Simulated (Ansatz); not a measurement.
B₃NH₁₀, relaxed as a singlet with RKS PBE0-D4/def2-SVP in Ansatz, starting from the GFN1-xTB geometry. Force threshold 0.02 eV/Å.

Start:

```xyz
14

B     0.028   -1.535    0.244
B     0.905    0.347    1.013
H     1.049   -1.049    0.835
B    -0.578    0.542    0.314
N    -0.442    1.040   -1.244
H    -1.009   -0.718    0.083
H    -0.427   -2.362    0.961
H     0.349   -1.817   -0.866
H     1.022    0.388    2.199
H     1.870    0.697    0.388
H    -1.582    1.028    0.745
H    -0.164    2.010   -1.232
H     0.285    0.493   -1.684
H    -1.305    0.937   -1.755
```

```csv
step,energy (eV),largest force component (eV/Å),SCF passes
1,-3673.7877,1.832,22
2,-3674.1052,1.391,23
3,-3674.3275,1.998,25
4,-3674.5089,0.377,26
5,-3674.6367,0.538,25
6,-3674.6558,0.199,23
7,-3674.6688,0.271,26
8,-3674.6927,0.204,25
9 (rejected),-3674.6655,0.610,25
10,-3674.7014,0.077,22
11,-3674.7048,0.036,21
12 (rejected),-3674.7046,0.113,22
13,-3674.7053,0.026,22
14,-3674.7056,0.081,23
15,-3674.7057,0.038,21
16,-3674.7059,0.003,23
```

Force components are those of the run's own axes.

End:

```xyz
14

B     0.2733   -1.2957    0.2972
B     0.8026    0.1526    1.0836
H     1.4612   -0.9814    0.8260
B    -0.7532    0.2054    0.1281
N    -0.4524    0.8766   -1.3059
H    -1.6879   -0.5620   -0.0058
H    -0.1774   -2.1818    0.9833
H     0.5481   -1.5801   -0.8574
H     0.6976    0.2164    2.2853
H     1.4917    1.0042    0.5459
H    -1.0958    1.0880    0.8921
H     0.3186    1.5416   -1.2184
H    -0.1620    0.1533   -1.9671
H    -1.2643    1.3630   -1.6869
```

Bonds lost: B1–H6 (atoms count from 1). Bonds formed: B1–B2, B1–B4 (atoms count from 1).

No frequencies were taken in this run, so the end may be a saddle point.

It took 24 s on 4 threads of Arm Neoverse V1 on a shared host.
